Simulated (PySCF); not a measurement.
## Vibration and rotation of TlI⁺

UHF-CCSD(T) constants of TlI⁺, ²Π (doublet), unpaired electrons π ↑ (basis Tl cc-pVDZ-PP with ECP60, I cc-pVDZ-PP with ECP28; scalar-relativistic core potentials; PySCF 2.14; masses 204.9744 and 126.9045 u):

```
ωe              : 57.9 cm⁻¹
ωexe            : 0.341 cm⁻¹
Be              : 0.017218 cm⁻¹
αe              : 0.000106 cm⁻¹
D (centrifugal) : 6.08e-09 cm⁻¹
```

(1) Give the vibrational terms G(v) and spacings up to v = 6.

Correlated steps freeze 8 core orbitals. These are scalar-relativistic numbers at best; spin–orbit coupling would shift them, the dissociation energy most. The state is the lowest determinant that a PBE0 search found; another state may lie lower at other levels.

## Answers

(1) G(v) = ωe(v+½) − ωexe(v+½)².

```json
{"v": "0", "G(v) (cm⁻¹)": "28.9", "G(v) − G(v−1)": "", "Bv (cm⁻¹)": "0.01716"}
{"v": "1", "G(v) (cm⁻¹)": "86.1", "G(v) − G(v−1)": "57.2", "Bv (cm⁻¹)": "0.01706"}
{"v": "2", "G(v) (cm⁻¹)": "142.6", "G(v) − G(v−1)": "56.5", "Bv (cm⁻¹)": "0.01695"}
{"v": "3", "G(v) (cm⁻¹)": "198.5", "G(v) − G(v−1)": "55.9", "Bv (cm⁻¹)": "0.01685"}
{"v": "4", "G(v) (cm⁻¹)": "253.6", "G(v) − G(v−1)": "55.2", "Bv (cm⁻¹)": "0.01674"}
{"v": "5", "G(v) (cm⁻¹)": "308.1", "G(v) − G(v−1)": "54.5", "Bv (cm⁻¹)": "0.01664"}
{"v": "6", "G(v) (cm⁻¹)": "361.9", "G(v) − G(v−1)": "53.8", "Bv (cm⁻¹)": "0.01653"}
```
